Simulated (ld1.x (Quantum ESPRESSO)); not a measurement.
**What one change does to a pseudopotential (gallium (Ga), ultrasoft)**

Ga (Z = 31), ultrasoft, made with ld1.x (Quantum ESPRESSO) 7.5 (PBEsol, scalar-relativistic). Core [Ar] 3d10, reference 4s2 4p0.75 (charge +0.25). Waves: 4s (bound): rcut 1.50, rcutus 1.80 bohr; 4s channel at -0.45 Ry: rcut 1.50, rcutus 1.80 bohr; 4p (bound): rcut 2.35, rcutus 2.80 bohr; 4p channel at 0.8 Ry: rcut 2.35, rcutus 2.80 bohr. Local part: all-electron potential smoothed inside 2.20 bohr (lloc = -2). Core correction: a·sin(br)/r model core, default radius (core density twice the valence density). Augmentation charge: built from norm-conserving waves at rcut, not smoothed further.

Change: waves 4s (bound): rcut 1.50, rcutus 2.44 bohr; 4s channel at -0.45 Ry: rcut 1.50, rcutus 2.44 bohr.

Cutoffs: the cutoffs (Ry, on a coarse ladder) from which the occupation-weighted sum of valence levels, in a spherical-Bessel basis at the reference potential, stays within 10 and 1 mRy of its value at 400 Ry; they do not see the model core or the augmentation charge, which bear on the density cutoff. Errors are all-electron minus pseudo energies relative to the spin-unpolarised reference configuration.

What does the change do?

Both files are very soft, the changed one slightly softer (loose and tight cutoff 8 and 12 Ry → 6 and 8 Ry on this coarse ladder); the errors of the 7 common tests hardly move; the range in which the s phases agree narrows (upper end at the end of the scan → 1.9); neither file shows a bound ghost.

```csv
quantity,base,changed
"cutoff, loose",8 Ry,6 Ry
"cutoff, tight",12 Ry,8 Ry
loose cutoff by channel (10 mRy a level),"s 8 Ry, p 6 Ry","s 6 Ry, p 6 Ry"
bound ghosts,none,none
"error for 4s2 4p1, meV [ΔE -0.82 eV]",-0.2,-0.2
"error for 4s2 4p0, meV [ΔE 4.86 eV]",-9.2,-9.2
"error for 4s1 4p0, meV [ΔE 25.99 eV]",-186,-185
"error for 4s2 4p0.5, meV [ΔE 1.20 eV]",-0.7,-0.7
"error for 4s1 4p2, meV [ΔE 5.73 eV]",-17,-16
"error for 4s2 4p1.3, meV [ΔE -1.35 eV]",-0.8,-0.8
"error for 4s0 4p3, meV [ΔE 12.57 eV]",-69,-69
s: phases at 3.03 bohr within 0.05 rad from the reference energy up to (Ry; the scan ends near 5),to the end of the scan,1.9
p: phases at 3.03 bohr within 0.05 rad from the reference energy up to (Ry; the scan ends near 5),2.5,2.5
lowest overlap eigenvalue by channel,"s 0.02, p 0.76","s 0.43, p 0.76"
```
